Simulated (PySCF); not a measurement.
C2H9FOSi2, SMILES C[Si@H](O)[C@H](F)[SiH3]. Atoms are numbered in the order given.

```xyz
15

C     -2.0352    -0.1416    -0.7672
Si    -0.6008    -0.9657     0.0968
O     -1.0182    -1.5528     1.6044
C      0.7304     0.3414     0.4153
F      0.0710     1.5030     0.8970
Si     1.7844     0.8719    -1.0739
H     -2.9126    -0.8026    -0.8547
H     -1.7522     0.1713    -1.7856
H     -2.3292     0.7591    -0.2054
H     -0.0065    -2.0509    -0.7507
H     -1.8188    -2.0862     1.6632
H      1.4034    -0.0218     1.2179
H      2.6196    -0.2794    -1.5323
H      0.8972     1.3121    -2.1916
H      2.6650     2.0085    -0.6778
```
Charge 0, spin multiplicity 1.

Coordinates come from a r2SCAN-D4/def2-SVP optimisation. The structure was generated by enumeration; whether it is a known compound was not checked. Other conformers were not sampled.

Two levels are set side by side: PBE/pcSseg-1 (PySCF) and PBE0/pcSseg-1 (PySCF). GIAO shifts against CFCl3 (¹⁹F), H2O (¹⁷O), TMS (²⁹Si), TMS (¹H), TMS (¹³C) at the same level; non-relativistic, no solvent, atoms listed together averaged. Differences are taken from unrounded values.

```
quantity                PBE0
--------------------  ------
δ(¹³C) of C1 (ppm)      -1.7
δ(²⁹Si) of Si2 (ppm)     3.5
δ(¹⁷O) of O3 (ppm)      33.2
δ(¹³C) of C4 (ppm)      84.3
δ(¹⁹F) of F5 (ppm)    -308.1
δ(²⁹Si) of Si6 (ppm)   -71.1
δ(¹H) of H10 (ppm)      5.28
δ(¹H) of H11 (ppm)      1.17
δ(¹H) of H12 (ppm)      5.47
```

Q: What does PBE give, and how far is it from PBE0? (The exact figures need the calculation; the answer reports its results.)

A: 
```csv
quantity,PBE,PBE minus PBE0
δ(¹³C) of C1 (ppm),-1.9,-0.1
δ(²⁹Si) of Si2 (ppm),3.3,-0.2
δ(¹⁷O) of O3 (ppm),41.5,8.2
δ(¹³C) of C4 (ppm),88.4,4.1
δ(¹⁹F) of F5 (ppm),-322.6,-14.5
δ(²⁹Si) of Si6 (ppm),-76.1,-5.0
δ(¹H) of H10 (ppm),5.57,0.30
δ(¹H) of H11 (ppm),1.02,-0.15
δ(¹H) of H12 (ppm),5.66,0.19
```

Rough cost on one machine, each run with all the roots and properties that it gave: PBE0 against PBE within a factor of 2.
